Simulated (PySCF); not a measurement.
# Potential energy of KH along the bond

Set-up: K def2-SVP, H def2-SVP; no relativity (PySCF 2.14). Energies in eV from K + H in their ground configurations at the same level. State: ¹Σ⁺ (singlet), closed shell.

All columns are PBE. A positive dipole means K(−)H(+).

| R (Å) | E (eV) | μ (D) | Mulliken charge on K (basis-dependent) | HOMO (eV) | LUMO (eV) | Mayer bond order | ⟨S²⟩ |
| --- | --- | --- | --- | --- | --- | --- | --- |
| 1.957 | -1.432 | -6.29 | 0.32 | -3.50 | -1.48 | 0.89 | 0.00 |
| 2.048 | -1.558 | -6.56 | 0.32 | -3.49 | -1.53 | 0.89 | 0.00 |
| 2.139 | -1.632 | -6.81 | 0.31 | -3.47 | -1.58 | 0.90 | 0.00 |
| 2.208 | -1.661 | -6.99 | 0.31 | -3.46 | -1.62 | 0.90 | 0.00 |
| 2.276 | -1.670 | -7.15 | 0.30 | -3.44 | -1.66 | 0.91 | 0.00 |
| 2.344 | -1.664 | -7.31 | 0.30 | -3.42 | -1.69 | 0.91 | 0.00 |
| 2.435 | -1.637 | -7.50 | 0.29 | -3.39 | -1.74 | 0.91 | 0.00 |
| 2.549 | -1.579 | -7.71 | 0.29 | -3.35 | -1.80 | 0.91 | 0.00 |
| 2.686 | -1.486 | -7.95 | 0.29 | -3.31 | -1.88 | 0.91 | 0.00 |
| 2.868 | -1.339 | -8.23 | 0.30 | -3.25 | -1.97 | 0.91 | 0.00 |

A fit through these points gives, at Re = 2.281 Å, μ = -7.16 D and dμ/dR = -2.31 D/Å; the reduced mass is 0.9824 u.

How strong is the fundamental in the double-harmonic approximation, I = 42.26·(dμ/dR)²/μred km/mol?

I = 42.26·(-2.31)²/0.9824 = 230 km/mol at PBE.
